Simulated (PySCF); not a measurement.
Computed shifts of a molecule CH10O2Si3, PBE/pcSseg-1 in PySCF, GIAO, gas phase, atoms alike by connectivity averaged where their shifts nearly agree, in ppm (number of nuclei): ¹³C: 3.9 (1). ²⁹Si: -3.8 (1), -12.6 (1), -118.1 (1). ¹H: 6.17 (1), 5.61 (1), 3.83 (3), 0.79 (3), 0.18 (1), -0.32 (1). References: ¹³C against TMS (σ = 182.0 ppm); ²⁹Si against TMS (σ = 335.4 ppm); ¹⁷O against H2O (σ = 334.3 ppm); ¹H against TMS (σ = 31.49 ppm), references at their B3LYP-D3(BJ)/def2-TZVP geometries, non-relativistic. Coordinates come from a ωB97X-D3(BJ)/def2-SVP optimisation. The values are those of a single conformer.

**Question.** Pick the molecule that these values belong to.
A. C[Si@@H](O)[Si@H](O)[SiH3]
B. O[SiH2][SiH2]CO[SiH3]
C. O[Si](O)([SiH3])C[SiH3]
D. C[Si@H](O)[SiH2]O[SiH3]

**Answer.** A, C[Si@@H](O)[Si@H](O)[SiH3]
